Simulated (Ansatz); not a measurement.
Spectroscopic constants of BeCl+, closed-shell singlet (lowest of 2S+1 = 1, 3 at CCSD(T)/def2-TZVPP on PBE0 minima; our sources give no spin for the ground state, which may be another).

Seven points along R, fitted to fifth degree in 1/R; most abundant isotopes. In def2 and cc sets the state is the lowest found near the PBE0 minimum, followed along R. The singlet is held restricted.

Correlated levels freeze the cores.

Programs: Ansatz (Gaussian orbitals). Each number belongs to the level named beside it.

Energies at CCSD(T)/aug-cc-pV(Q+d)Z:

| R (Å) | E (hartree) |
|---|---|
| 1.604073 | -474.13252777 |
| 1.647193 | -474.13781302 |
| 1.686864 | -474.14035008 |
| 1.731709 | -474.14100074 |
| 1.776554 | -474.13972099 |
| 1.828298 | -474.13632628 |
| 1.888667 | -474.13036175 |

Task: With a reduced mass of 7.1655 u, find the minimum, the force constant and the constants.

Result: A fifth-degree polynomial in 1/R puts the minimum at r_e = 1.7230 Å with force constant 434 N/m. Then ω_e = (1/2πc)√(k/μ) = 1014 cm⁻¹ and B_e = h/(8π²cμr_e²) = 0.7925 cm⁻¹; the cubic and quartic terms give α_e = 0.0062 and ω_e x_e = 5.2 cm⁻¹.

Ansatz is a quantum-chemistry and plane-wave program.
